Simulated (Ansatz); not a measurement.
Start from `CCCCCl` and change one atom or group to get `CCCCBr`.

Ansatz, PBE0-D4/def2-TZVP geometries, multiplicity 1. Each molecule was computed in one conformer, which needn't be the lowest.

Scalar relativity is left out up to krypton.

```
                                      property  `CCCCCl`
zero-point energy (PBE0-D4/def2-TZVP) / kJ/mol     325.1
           HOMO–LUMO gap (PBE/def2-TZVPP) / eV      6.70
            HOMO energy (PBE0/def2-TZVPP) / eV     -8.22
         HOMO energy (ωB97M-V/def2-TZVPP) / eV    -10.54
            LUMO energy (PBE0/def2-TZVPP) / eV      0.97
           LUMO energy (B3LYP/def2-TZVPP) / eV      0.66
```

Give the same properties after the change, and the shifts. (An estimate is asked.)

Computed: 
```json
{"property": "zero-point energy (PBE0-D4/def2-TZVP) / kJ/mol", "`CCCCBr`": "323.5", "shift": "-1.6"}
{"property": "HOMO–LUMO gap (PBE/def2-TZVPP) / eV", "`CCCCBr`": "5.63", "shift": "-1.07"}
{"property": "HOMO energy (PBE0/def2-TZVPP) / eV", "`CCCCBr`": "-7.76", "shift": "0.46"}
{"property": "HOMO energy (ωB97M-V/def2-TZVPP) / eV", "`CCCCBr`": "-10.03", "shift": "0.51"}
{"property": "LUMO energy (PBE0/def2-TZVPP) / eV", "`CCCCBr`": "0.21", "shift": "-0.76"}
{"property": "LUMO energy (B3LYP/def2-TZVPP) / eV", "`CCCCBr`": "-0.08", "shift": "-0.74"}
```

With PBE0 the HOMO rises by 0.46 eV and the LUMO falls by 0.76 eV, so the gap narrows by about 1.22 eV. PBE moves the HOMO by 0.34 eV and ωB97M-V by 0.51 eV.

B3LYP here is the variant with VWN-RPA as its local correlation; programs differ in this.

Spin–orbit coupling is left out; it splits and shifts lone-pair levels of the heavy atoms by tenths of an eV.
